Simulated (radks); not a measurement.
Results of a calculation; reference values are marked as such.
Question: All-electron atom: neutral scandium in [Ar] 3d1 4s2. Level of theory: scalar-relativistic Kohn-Sham, r2SCAN, spin-polarised, spherical densities, finite nucleus; open shells are filled with parallel spins first; meta-GGA in the generalised Kohn-Sham scheme; Fermi nuclear charge, rms radius 3.5459 fm (a radial shooting solver on a logarithmic mesh with Libxc functionals). Some entries of the table are withheld. Estimate them.

| orbital | occ. | eigenvalue (eV) | <1/r> (bohr^-1) | <r^2> (bohr^2) |
|---|---|---|---|---|
| 1s down | 1 | -4416.389 | 20.77 | 0.007180 |
| 1s up | 1 | -4416.377 | 20.77 | 0.007180 |
| 2s up | 1 | -481.5687 | 4.313 | 0.1389 |
| 2s down | 1 | -481.3009 | 4.315 | 0.1387 |
| 2p up | 3 | -393.0471 | 4.202 | 0.1167 |
| 2p down | 3 | -392.8402 | 4.204 | 0.1166 |
| 3s up | 1 | (1) | 1.299 | (2) |
| 3s down | 1 | (3) | 1.300 | (4) |
| 3p up | 3 | -35.1772 | 1.168 | 1.611 |
| 3p down | 3 | -34.1421 | 1.169 | 1.607 |
| 4s up | 1 | -4.4583 | 0.3488 | 15.54 |
| 4s down | 1 | -4.0896 | 0.3306 | 17.07 |
| 3d up | 1 | -3.4182 | 0.7657 | 4.621 |
| 3d down | 0 | -2.4539 | 0.7370 | 5.588 |

Answer: 
(1) 3s up eigenvalue (eV): -57.5612
(2) 3s up <r^2> (bohr^2): 1.334
(3) 3s down eigenvalue (eV): -56.5484
(4) 3s down <r^2> (bohr^2): 1.332
